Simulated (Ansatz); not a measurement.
The cluster MgI₂. Charge 0, multiplicity 1. Geometry r2SCAN-D4/def2-TZVP; atoms count from 1.

Cartesian coordinates in Å:
```
Mg -0.0023 -0.0025 0.0009
I -1.8229 1.1681 -1.3081
I 1.8252 -1.1656 1.3071
```

In the def2 sets I takes a core potential; there is no spin–orbit coupling. The structure comes from a short search, and lower isomers may exist.

Question: Estimate the Mulliken populations from the PBE0/def2-TZVP orbitals of Ansatz.

Answer: 
```csv
atom,charge (e)
Mg1,0.72
I2,-0.36
I3,-0.36
```
Mulliken values and Mayer orders depend strongly on the basis.

Question: And the Mayer bond orders between bonded heavy atoms (over 0.3)?

Answer: Mg1–I2 1.02 (2.53 Å); Mg1–I3 1.02 (2.53 Å).
